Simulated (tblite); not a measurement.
A tight-binding relaxation on `C/C=C\C1=C[O][GaH2-][O+]=C1`.

Computed with GFN2-xTB geometry optimisation, gas phase (tblite 0.8.0). Start geometry: from a force field or distance geometry. A driver script takes a list of jobs; this job's settings line and coordinates (Å) are shown.

Command:
```bash
OMP_NUM_THREADS=1 python probes_run.py task.json out
```

Input:
```
{"job": {"kind": "relax", "xc": "GFN2-xTB", "basis": "xTB"}, "charge": 0, "multiplicity": 1}
C     -1.356200    -0.669200    -1.959500
C     -2.164700    -0.515500    -0.705600
C     -1.626300    -0.149800     0.482700
C     -0.198600     0.129400     0.691600
C      0.136600     1.300700     1.273700
O      1.444800     1.691000     1.543700
Ga     2.861100     0.736000     0.882600
O      2.047200    -0.845700     0.462000
C      0.785900    -0.974500     0.404600
H     -0.754700     0.240700    -2.131100
H     -0.714500    -1.562000    -1.907300
H     -2.059600    -0.799400    -2.815900
H     -3.238400    -0.650200    -0.748400
H     -2.312900     0.044800     1.297300
H     -0.649900     2.012100     1.528600
H      4.006200     0.529200     2.008100
H      3.399600     1.437100    -0.456100
H      0.385700    -1.948500     0.137300
```

Output:
```
step      E/eV     max force
  0    -727.83708    4.159
  1    -728.35438    2.202
  2    -728.47161    1.349
  3    -728.53475    0.672
  4    -728.56250    0.405
  5    -728.57197    0.318
  6    -728.58613    0.307
  7    -728.59483    0.179
  8    -728.59767    0.139
  9    -728.59949    0.107
... (95 lines left out)
105    -728.69848    0.022
106    -728.69855    0.017
107    -728.69860    0.019
108    -728.69866    0.018
109    -728.69873    0.020
110    -728.69879    0.015
111    -728.69883    0.015
112    -728.69886    0.017
113    -728.69889    0.011
114    -728.69892    0.009
```

«max force» is the largest atomic force in eV/Å.

**Question.** From which step on does the largest force stay under 0.1 eV/Å, and how much energy is left to gain from there?

**Answer.** From step 47 (0.097 eV/Å), 16.7 meV above the end.

Main results: energy lowered by 19.9 kcal/mol over 114 steps; largest atomic force 0.009 eV/Å at the end.

**Question.** Give the final coordinates.

**Answer.** 0.368 Å rms from the input after alignment:
```
atom  x, y, z in Å
C1    -1.5089   -0.9102   -1.9634
C2    -2.1772   -0.5618   -0.6763
C3    -1.6014   -0.0741    0.4183
C4    -0.1682    0.1808    0.6084
C5     0.2280    1.3195    1.3130
O6     1.4161    1.6890    1.5519
Ga7    3.0807    0.8700    0.9998
O8     2.0555   -0.5981    0.2731
C9     0.7971   -0.7341    0.1840
H10   -0.5097   -0.4858   -2.0227
H11   -1.4388   -1.9921   -2.0799
H12   -2.1035   -0.5343   -2.7949
H13   -3.2500   -0.7019   -0.6697
H14   -2.2264    0.2006    1.2580
H15   -0.5664    1.9599    1.7229
H16    3.8340    0.3859    2.2461
H17    3.6835    1.6835   -0.1564
H18    0.4467   -1.6906   -0.2238
```

The run took 1.5 s wall on one thread, Arm Neoverse N1 (aarch64), no GPU, shared host.
Labels such as C1 count atoms from 1, the log's own numbers from 0.
